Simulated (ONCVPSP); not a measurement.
# Configuration tests for vanadium (V) (ONCV)

- Element: vanadium
- Generator: ONCVPSP 4.0.1
- Type: optimised norm-conserving Vanderbilt (ONCV)
- Functional: PBE
- Relativity: scalar-relativistic
- Frozen core: [Ne]
- Valence charge: 13
- Reference configuration: 3s2 3p6 3d2 (charge +3)
- Partial waves: 3s: rc 1.45 bohr, ncon 4, nbas 8, qcut 10.1 1/bohr, 2 projectors, debl 3.1 Ha; 3p: rc 0.95 bohr, ncon 4, nbas 7, qcut 8.3 1/bohr, 2 projectors, debl 2.4 Ha; 3d: rc 1.20 bohr, ncon 4, nbas 9, qcut 13.1 1/bohr, 2 projectors, debl 0.5 Ha
- Local potential: polynomial inside 0.90 bohr (lpopt 5, dvloc0 0 Ha)
- Core correction: polynomial model core, fcfact 0.5

In the s channel the program set the typed energies aside and used -3.814, 0.250 Ha. In the p channel the program set the typed energies aside and used -2.840, 0.250 Ha. In the d channel the program set the typed energies aside and used -1.358, 0.250 Ha.

Energies are relative to the spin-unpolarised reference configuration 3s2 3p6 3d2; without spin polarisation the order of configurations can differ from experiment.

```
valence configuration  charge  ΔE all-electron (eV)  error AE − PS (meV)
      3s2 3p6 3d3 4s2       0               -50.928                 +5.4
          3s2 3p6 3d3      +2               -28.897                  +11
      3s2 3p6 3d2 4s2      +1               -39.954                 +1.9
```

What are ΔE and the potential's error for 3s2 3p6 3d3 4s1?

ΔE = -43.193 eV all-electron; the error (AE − PS) is +7.5 meV.
